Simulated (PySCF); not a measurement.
Al(NHMe)(OH)2 (CH6AlNO2), SMILES C[NH][Al]([OH])[OH]. Geometry optimised at PBE-D3(BJ)/def2-SVP. The structure was generated by enumeration; whether it is a known compound was not checked. The values are those of a single conformer.

Computed equilibrium geometry at PBE-D3(BJ)/def2-SVP (PySCF confirms it by a frequency run) as bond lengths and angles, and its point group (one conformer of several):
point group Cs.
Atoms: Al1 N2 C3 H4 H5 H6 H7 O8 H9 O10 H11. Bond lengths (Å): Al1–N2 1.782, Al1–O8 1.717, Al1–O10 1.719, N2–C3 1.454, N2–H4 1.023, C3–H5 1.116, C3–H6 1.116, C3–H7 1.109, O8–H9 0.969, O10–H11 0.968. Angles (°): N2–Al1–O8 116.3, N2–Al1–O10 124.6, O8–Al1–O10 119.1, Al1–N2–C3 126.2, Al1–N2–H4 121.3, C3–N2–H4 112.5, N2–C3–H5 113.0, N2–C3–H6 113.0, N2–C3–H7 109.8, H5–C3–H6 107.0, H5–C3–H7 106.8, H6–C3–H7 106.8, Al1–O8–H9 120.9, Al1–O10–H11 124.2.
